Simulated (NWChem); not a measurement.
Everything below was run with NWChem. System: H₃BeClOSi, charge 0, spin multiplicity 1, at a geometry optimised with PBE0/def2-SVP. The structure started from a generated list of species. Level: EOM-CCSD/6-31+G* (spherical d), 12 core orbitals frozen.

NWChem printed:

```
             Northwest Computational Chemistry Package (NWChem) 7.3.0
             --------------------------------------------------------

                                NWChem Input Module
                                -------------------

 Scaling coordinates for geometry "geometry" by  1.889725989
 (inverse scale =  0.529177249)

 Turning off AUTOSYM since
 SYMMETRY directive was detected!

                             Geometry "geometry" -> ""
                             -------------------------

 Output coordinates in angstroms (scale by  1.889725989 to convert to a.u.)

  No.       Tag          Charge          X              Y              Z
 ---- ---------------- ---------- -------------- -------------- --------------
    1 Be                   4.0000     0.33270400    -0.66132900     0.00000000
    2 Cl                  17.0000     1.14702200    -2.27856700     0.00000000
    3 O                    8.0000    -0.30128600     0.59654200     0.00000000
    4 Si                  14.0000    -1.04350400     2.07375400     0.00000000
    5 H                    1.0000    -1.89807900     2.21029200     1.21638900
    6 H                    1.0000    -1.89807900     2.21029200    -1.21638900
    7 H                    1.0000    -0.01468700     3.15547600     0.00000000

 Effective nuclear repulsion energy (a.u.)     152.6110757589

            Nuclear Dipole moment (a.u.)
            ----------------------------
        X                 Y               Z
 ---------------- ---------------- ----------------
     0.0000018897    -0.0000056692     0.0000000000

      Symmetry information
      --------------------

 Group name             Cs
 Group number              2
 Group order               2
 No. of unique centers     6

      Symmetry unique atoms

     1    2    3    4    5    7


 Summary of "ao basis" -> "" (spherical)
 ------------------------------------------------------------------------------
       Tag                 Description            Shells   Functions and Types
 ---------------- ------------------------------  ------  ---------------------
 *                          6-31+g*                   on all atoms

 Summary of "ao basis" -> "ao basis" (spherical)
 ------------------------------------------------------------------------------
       Tag                 Description            Shells   Functions and Types
 ---------------- ------------------------------  ------  ---------------------
[...]
   0.0129167103171   0.2735901314271    7.44477
   0.0124761525620   0.2977818045216    8.10306     2.7     2.7

 Iteration  10 using   20 trial vectors
   0.0082740639968   0.2736042686133    7.44515
   0.0098475342870   0.2975957176551    8.09799     2.7     2.7

 Iteration  11 using   22 trial vectors
   0.0043119231669   0.2734738510343    7.44161
   0.0060858788101   0.2974487218090    8.09399     3.0     3.0

 Iteration  12 using   24 trial vectors
   0.0025957900993   0.2734400233308    7.44068
   0.0042211782827   0.2974456777848    8.09391     3.2     3.2

 Iteration  13 using   26 trial vectors
   0.0016596162558   0.2734310817372    7.44044
   0.0031205461779   0.2973943237663    8.09251     2.7     2.7

 Iteration  14 using   28 trial vectors
   0.0007925529137   0.2734269446686    7.44033
   0.0016087892193   0.2973924481657    8.09246     3.0     3.0

 Iteration  15 using   30 trial vectors
   0.0003919402293   0.2734298545368    7.44041
   0.0008132464127   0.2973971975723    8.09259     3.1     3.1

 Iteration  16 using   32 trial vectors
   0.0002558801574   0.2734282355889    7.44036
   0.0005186672640   0.2973945177473    8.09252     3.2     3.2

 Iteration  17 using   34 trial vectors
   0.0001886980185   0.2734289177672    7.44038
   0.0003878115843   0.2973950077002    8.09253     3.1     3.1

 Iteration  18 using   36 trial vectors
   0.0001175475784   0.2734286919710    7.44038
   0.0002519340107   0.2973956441394    8.09255     3.6     3.6

 Iteration  19 using   38 trial vectors
   0.0000649765324   0.2734284886225    7.44037
   0.0001513316912   0.2973958941524    8.09256     3.4     3.4

 Iteration  20 using   40 trial vectors
   0.0000350500476   0.2734289081866    7.44038
   0.0000925197331   0.2973955030951    8.09255     2.9     2.9

 Iteration  21 using   42 trial vectors
   0.0000190188398   0.2734286634221    7.44038
   0.0000572880985   0.2973952734184    8.09254     3.2     3.2

 Iteration  22 using   44 trial vectors
   0.0000108587642   0.2734286476828    7.44038
   0.0000346857067   0.2973954368921    8.09255     3.6     3.6

 Iteration  23 using   46 trial vectors
   0.0000066936224   0.2734287018126    7.44038
   0.0000231467698   0.2973954744520    8.09255     3.0     3.0

 Iteration  24 using   47 trial vectors
   0.0000044858624   0.2734286608122    7.44038
   0.0000175679322   0.2973954471418    8.09255     2.2     2.2

 Iteration  25 using   48 trial vectors
   0.0000029227849   0.2734286637700    7.44038
   0.0000127500990   0.2973954163142    8.09254     2.2     2.2

 Iteration  26 using   49 trial vectors
   0.0000019970599   0.2734286727216    7.44038
   0.0000083141037   0.2973954422148    8.09255     2.2     2.2
 --------------------------------------------------------------
 Iterations converged
 ------------------

 Excited state root  1
 Excitation energy / hartree =        0.273428672721557
                   / eV      =        7.440375918523549
 largest EOMCCSD amplitudes: R1 and R2

 Singles contributions
    24a'  (alpha) ---    18a"  (alpha)        0.1929419126
    24a'  (alpha) ---    22a"  (alpha)       -0.6254700930
    28a'  (alpha) ---    18a"  (alpha)       -0.1180341642
    28a'  (alpha) ---    21a"  (alpha)       -0.1824310914
    28a'  (alpha) ---    22a"  (alpha)        0.4239418005
    31a'  (alpha) ---    22a"  (alpha)        0.3067661710
    32a'  (alpha) ---    21a"  (alpha)        0.1187914209
    38a'  (alpha) ---    22a"  (alpha)        0.1498430876
    41a'  (alpha) ---    22a"  (alpha)        0.1062301440

 Doubles contributions
 ------------------

 Excited state root  2
 Excitation energy / hartree =        0.297395442214780
                   / eV      =        8.092545176441050
 largest EOMCCSD amplitudes: R1 and R2

 Singles contributions
    24a'  (alpha) ---    21a"  (alpha)        0.6394384923
    24a'  (alpha) ---    22a"  (alpha)        0.2536851262
    27a'  (alpha) ---    21a"  (alpha)        0.1973311594
    27a'  (alpha) ---    22a"  (alpha)        0.1479282803
    28a'  (alpha) ---    21a"  (alpha)       -0.2498472357
    28a'  (alpha) ---    22a"  (alpha)        0.2068585068
    31a'  (alpha) ---    21a"  (alpha)       -0.2389561655
    32a'  (alpha) ---    21a"  (alpha)       -0.2044889834
    32a'  (alpha) ---    22a"  (alpha)       -0.2808854014
    37a'  (alpha) ---    22a"  (alpha)       -0.1434935132
    38a'  (alpha) ---    21a"  (alpha)       -0.1247239086

 Doubles contributions

 Task  times  cpu:      157.1s     wall:      157.1s

 Total times  cpu:      157.1s     wall:      157.1s
```

Question: Write an NWChem input that would produce this output.

Answer: This is not unique; one that fits is 
```
start mol
memory heap 100 mb stack 700 mb global 1900 mb
geometry units angstroms nocenter noautoz
  Be     0.332704    -0.661329     0.000000
  Cl     1.147022    -2.278567     0.000000
  O     -0.301286     0.596542     0.000000
  Si    -1.043504     2.073754     0.000000
  H     -1.898079     2.210292     1.216389
  H     -1.898079     2.210292    -1.216389
  H     -0.014687     3.155476     0.000000
  symmetry group Cs
end
basis spherical
  * library 6-31+g*
end
scf
  rhf
  nopen 0
  maxiter 100
  thresh 1e-7
  semidirect memsize 60000000 filesize 0
end
tce
  freeze core 12
  ccsd
  nroots 2
  2eorb
  2emet 13
  thresh 1e-5
  maxiter 200
  tilesize 24
end
task tce energy
```
